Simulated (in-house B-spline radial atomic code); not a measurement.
Values are calculated unless marked as measured or tabulated.
**Mobility against doping in n-type InAs: double donors**

For InAs the NSM archive of the Ioffe Institute lists m* = 0.023 m0 and ε = 15.15, so a* = 34.86 nm and Ha* = 2.727 meV.

One parabolic, isotropic band at zero temperature, uniform dielectric constant, impurities scattering independently, no phonons and no central-cell term; real bands flatten as E_F rises, which lowers the mobility at the highest densities. In effective units each ion is a point charge Z in an electron gas; its screened potential is solved self-consistently in the LDA with open boundaries (B-splines, partial waves to l = 16), which gives the phase shifts δ_l at the Fermi level. All carriers come from double donors, N_D = n/2; at these densities the screened double donor can hold a shallow s level, which is counted as screening charge. μ = e/(ħ k_F N σ_tr); Brooks-Herring takes σ_Born = (2πZ²/k_F⁴)(ln(1 + b) − b/(1 + b)), b = π k_F in effective units. «Linear» is first order in Z with Lindhard's response and the LDA kernel.

| n (cm⁻³) | r_s | E_F (meV) | δ0 (rad) | σ_linear/σ_Born | σ_tr/σ_Born | μ, phase shifts (cm²/V·s) | μ, Brooks-Herring |
| --- | --- | --- | --- | --- | --- | --- | --- |
| 7.24e15 | 0.92 | 5.93 | 1.217 | 1.31 | 1.36 | 27700 | 37700 |
| 1.28e16 | 0.76 | 8.69 | 1.059 | 1.25 | 1.37 | 24400 | 33400 |
| 2.28e16 | 0.628 | 12.7 | 0.918 | 1.21 | 1.35 | 22100 | 29900 |
| 4.06e16 | 0.518 | 18.7 | 0.793 | 1.17 | 1.32 | 20500 | 26900 |
| 7.19e16 | 0.428 | 27.4 | 0.685 | 1.15 | 1.27 | 19200 | 24400 |
| 1.28e17 | 0.353 | 40.3 | 0.590 | 1.12 | 1.23 | 18100 | 22300 |

Problem. How does the mobility change over the table, and why by so much less than n?

Solution. n grows 18-fold and μ goes from 27700 to 18100, a power n^-0.15 end to end. Since N ∝ k_F³ and σ_Born ∝ k_F⁻⁴ times a slow logarithm, the product k_F N σ holds no power of k_F: more scatterers meet faster electrons.

Problem. Where does Brooks-Herring miss most, and for what reason?

Solution. σ_tr/σ_Born is farthest from 1 near r_s = 0.76: 1.37. A better treatment of screening (Lindhard, exchange and correlation), still in first order, gives 1.25 there, and higher orders in Z multiply that by 1.09. At the densest row the two factors are 1.12 and 1.10. Attraction raises the scattering while δ0 is small; as δ0 grows, sin² saturates while first order keeps growing.
